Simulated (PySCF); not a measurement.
From computed data to an observable: oscillator strength and radiative lifetime

CH3ISe, SMILES C[Se]I.

Geometry: PBE0-D3(BJ)/def2-SVP. The def2 effective core potentials stand for the cores of I; spin–orbit coupling is left out.

TDA-ωB97X/def2-SVPD run with PySCF puts the first singlet state with f over 0.02 at 6.31 eV (vertical), with the transition dipole (0.283, -1.212, 0.000) in atomic units.

Q: Find the oscillator strength, the wavelength and the radiative lifetime that this transition would have in vacuum if emission retraced absorption.

A: 
|μ|² = 1.5490 au, so |μ| = 3.16 D. ΔE = 6.31/27.211 = 0.2319 hartree. f = (2/3) ΔE |μ|² = 0.239 (the program prints 0.239).
λ = 1239.84/6.31 = 196 nm; ν = 50894 cm⁻¹.
Einstein's coefficient A = 0.6670 ν² f s⁻¹ (ν in cm⁻¹) = 4.1e8 s⁻¹, so τ = 1/A = 2.4 ns. This state is S5; the lower singlets have f = 0.001, 0.003, 0.000, 0.000. The figure is the radiative limit of this one transition; relaxation, internal conversion, crossing to triplets and a medium change what is measured.
